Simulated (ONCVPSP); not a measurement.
Configuration tests for beryllium (Be) (ONCV)

```json
{"Element": "beryllium", "Generator": "ONCVPSP 4.0.1", "Type": "optimised norm-conserving Vanderbilt (ONCV)", "Functional": "LDA (Perdew-Wang 92)", "Relativity": "scalar-relativistic", "Frozen core": "[He]", "Valence charge": "2", "Reference configuration": "2s1.75 2p0.25", "Partial waves": "2s: rc 2.25 bohr, ncon 3, nbas 7, qcut 3.3 1/bohr, 2 projectors, debl 1.7 Ha; 2p: rc 4.00 bohr, ncon 5, nbas 9, qcut 4.3 1/bohr, 2 projectors, debl 2.9 Ha; d scattering state at 0.1 Ha: rc 4.35 bohr, ncon 3, nbas 7, qcut 2.3 1/bohr, 2 projectors, debl 3.5 Ha", "Local potential": "polynomial inside 1.60 bohr (lpopt 4, dvloc0 1 Ha)", "Core correction": "none"}
```

Energies are relative to the spin-unpolarised reference configuration 2s1.75 2p0.25; without spin polarisation the order of configurations can differ from experiment.

**Question.** Give the all-electron excitation energy and the error of the potential for: 2s2 2p0; 2s1 2p0; 2s1.5 2p0; 2s1 2p1.

**Answer.**

| valence configuration | charge | ΔE all-electron (eV) | error AE − PS (meV) |
| --- | --- | --- | --- |
| 2s2 2p0 | 0 | -0.876 | -0.6 |
| 2s1 2p0 | +1 | 8.637 | +22 |
| 2s1.5 2p0 | +0.5 | 2.872 | +5.8 |
| 2s1 2p1 | 0 | 2.642 | -4.2 |

Levels in the configuration 2s1 2p1:

| level | all-electron (eV) | pseudo (eV) |
| --- | --- | --- |
| 2s | -6.136 | -6.156 |
| 2p | -2.600 | -2.609 |

Note: no bound ghost flagged; GHOST(+) flagged for d at 99.7 eV.
